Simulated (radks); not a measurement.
The numbers below are computed, except where a source is named.
Problem. These are the eigenvalues of the occupied orbitals of an atom or ion with whole-number occupations (Ry). Code: a radial shooting solver on a logarithmic mesh with Libxc functionals. Model: Dirac Kohn-Sham, PBE, spin-unpolarised, spherical densities, point nucleus.

orbital  eigenvalue
1s1/2     -806.0598
2s1/2     -101.4480
2p1/2     -90.30781
2p3/2     -87.96511
3s1/2     -13.04309
3p1/2      -9.37069
3p3/2      -9.05640
3d3/2      -2.84159
3d5/2      -2.79854
4s1/2      -1.45939
4p1/2      -0.83833
4p3/2      -0.82042

Which element is it, and in what charge state? The configuration may be excited. Open shells, if any, are shared by 2j + 1.

Solution. Z = 32, germanium, charge +1: Ge+ in [Ar] 3d10 4s2 4p1. The list shows which subshells hold electrons but not how many an open one holds; the 1s level, -403.03 hartree, gives Z - s = 28.4 by -(Z - s)^2/2, which with screening and relativity narrows Z to a few neighbours, and the depths of the outer levels then fix element, charge and occupations together.
